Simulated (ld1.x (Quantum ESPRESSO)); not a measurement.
**What one change does to a pseudopotential (Pb, TM)**

```
Element                 : lead
Generator               : ld1.x (Quantum ESPRESSO) 7.5
Type                    : norm-conserving Troullier–Martins (Kleinman–Bylander form)
Functional              : PBE
Relativity              : scalar-relativistic
Frozen core             : [Xe] 4f14
Valence charge          : 14
Reference configuration : 5d10 6s2 6p2
Partial waves           : 6s (bound): rc 1.50 bohr; 6p (bound): rc 2.75 bohr; 5d (bound): rc 1.60 bohr
Local potential         : all-electron potential smoothed inside 1.70 bohr (lloc = -2)
Core correction         : none
```

Change: local potential all-electron potential smoothed inside 2.98 bohr (lloc = -2).

Cutoffs: the cutoffs (Ry, on a coarse ladder) from which the occupation-weighted sum of valence levels, in a spherical-Bessel basis at the reference potential, stays within 10 and 1 mRy of its value at 400 Ry; they do not see the model core or the augmentation charge, which bear on the density cutoff. Errors are all-electron minus pseudo energies relative to the spin-unpolarised reference configuration.

Question: How do hardness, ghosts and transferability respond?

Answer: The potential gets harder (60 Ry and 160 Ry → 80 Ry and 160 Ry); both files keep a bound ghost (s); of the 7 tests that both files solve, the error grows in 3 and shrinks in 2 by more than 15 % and 0.3 meV (median size 10.7 → 2.6 meV).

| quantity | base | changed |
| --- | --- | --- |
| cutoff, loose | 60 Ry | 80 Ry |
| cutoff, tight | 160 Ry | 160 Ry |
| loose cutoff by channel (10 mRy a level) | s 35 Ry, p 6 Ry, d 45 Ry | s 40 Ry, p 6 Ry, d 45 Ry |
| bound ghosts | s | s |
| error for 5d10 6s2 6p1, meV [ΔE 6.58 eV] | +0.8 | -7.5 |
| error for 5d10 6s2 6p0, meV [ΔE 20.02 eV] | +11 | -38 |
| error for 5d10 6s1 6p0, meV [ΔE 52.43 eV] | +71 | -80 |
| error for 5d10 6s0 6p4, meV [ΔE 17.83 eV] | +33 | -0.7 |
| error for 5d10 6s1 6p3, meV [ΔE 8.74 eV] | +15 | +2.6 |
| error for 5d10 6s2 6p1.5, meV [ΔE 2.49 eV] | -0.2 | -1.8 |
| error for 5d10 6s2 6p2.3, meV [ΔE -0.80 eV] | +0.5 | +0.2 |

 A true bound ghost makes a file unfit for plane-wave use even where its test errors are small: the radial tests pick states by their node count and pass the ghost by.
